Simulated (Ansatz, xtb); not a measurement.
**A geometry optimisation of ClFH6Si3 with r2SCAN-D4/def2-SVP**

The starting geometry of this gas-phase singlet has its atoms placed at random.

| atom | x (Å) | y (Å) | z (Å) |
| --- | --- | --- | --- |
| Cl | 0.1304 | -0.9659 | 1.8389 |
| F | -0.5709 | 0.9758 | 1.7574 |
| Si | 0.9228 | 1.3865 | -0.2224 |
| Si | -0.0958 | -2.1566 | -1.5633 |
| Si | -0.9464 | -0.1711 | -0.6032 |
| H | 0.9479 | -0.6231 | -0.7530 |
| H | 0.8752 | -1.9215 | -0.0481 |
| H | -1.6241 | 0.3765 | -1.4557 |
| H | -2.6215 | 0.2816 | -0.3192 |
| H | -0.6049 | -0.3200 | -1.7836 |
| H | -1.0284 | 1.2627 | 0.7251 |

Guess where an optimisation with r2SCAN-D4/def2-SVP ends from this start.

It falls apart into ClH5Si3 + FH. Distances that change by over a tenth: Si4–Si5 (2.36 → 2.67 Å), Si5–H8 (1.22 → 1.49 Å), Si5–H9 (1.76 → 1.49 Å), Si5–H10 (1.24 → 1.70 Å). Contacts that close: Cl1–Si3 (3.23 → 2.13 Å), F2–H11 (1.16 → 0.93 Å), Si3–H6 (2.08 → 1.69 Å), Si4–H6 (2.02 → 1.72 Å), Si4–H7 (1.81 → 1.52 Å), Si4–H10 (1.92 → 1.65 Å).

The energy falls by 12.95 eV over 30 steps:

| step | E − E(last) (eV) |
| --- | --- |
| 1 | 12.953 |
| 4 | 4.328 |
| 7 | 1.717 |
| 11 | 0.186 |
| 14 | 0.092 |
| 17 | 0.028 |
| 20 | 0.010 |
| 24 | 0.001 |
| 27 | 0.000 |
| 30 | 0.000 |

Final geometry (Å):

```xyz
11

Cl    0.8719   -1.0599    1.9358
F    -1.6390    1.8822    1.3392
Si    1.0140    0.3039    0.3033
Si    0.4857   -1.7298   -1.7770
Si   -1.1593    0.0129   -0.5977
H     1.5611   -0.6587   -0.9672
H    -0.0411   -2.4482   -0.5487
H    -1.6951    1.1007   -1.4675
H    -2.2361   -0.7232    0.1121
H    -0.9305   -0.9163   -2.0023
H    -0.8472    2.3611    1.2431
```

From the same start GFN2-xTB ends elsewhere, in pieces: ClH3Si2 + H2Si + FH.

From so rough a start the end depends on the optimiser's path, so another program may land elsewhere. The end wasn't checked by frequencies. Run with Ansatz 0.2.0, 56 s on 2 threads of Intel(R) Xeon(R) 6975P-C (Granite Rapids), with other jobs on the host.
